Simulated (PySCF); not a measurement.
**Al (aluminium, neutral): M06 calculation**

Configuration: [Ne] 3s1 3p2, 3s spin antiparallel (an excited configuration). All numbers are calculated (PySCF 2.14, scalar relativity by spin-free X2C-1e, in x2c-QZVPPall).

```json
{"Total energy": "-242.6036 hartree", "One-electron energy": "-336.4689 hartree", "Hartree (Coulomb) energy": "112.4168 hartree", "Exchange-correlation energy": "-18.5515 hartree", "⟨S²⟩": "1.7501", "⟨L²⟩": "2.007", "Sum of ⟨r⟩": "14.08 bohr", "Sum of ⟨r²⟩": "36.14 bohr²", "Traceless quadrupole moment −½Σ⟨3z² − r²⟩ along its main axis": "4.84 e·bohr²", "Langevin diamagnetic susceptibility": "-28.6 ×10⁻⁶ cm³/mol"}
```

```csv
shell,electrons,mean orbital energy (eV),spread (eV),"rms radius, mean of both spins (bohr)"
1s β,1,-1533.7,0,0.139
1s α,1,-1533.7,0,0.139
2s β,1,-117.35,0,0.682
2s α,1,-117.32,0,0.682
2p α,3,-76.544,0.105,0.679
2p β,3,-76.504,0.234,0.679
3s β,1,-9.090,0,2.62
3p α,2,-3.979,0,3.57
```

With the s spin flipped the determinant is a mixture of two multiplicities, not a spectroscopic state.

Densities and radii are taken from the X2C orbitals without a picture-change correction, which distorts them close to the nucleus.
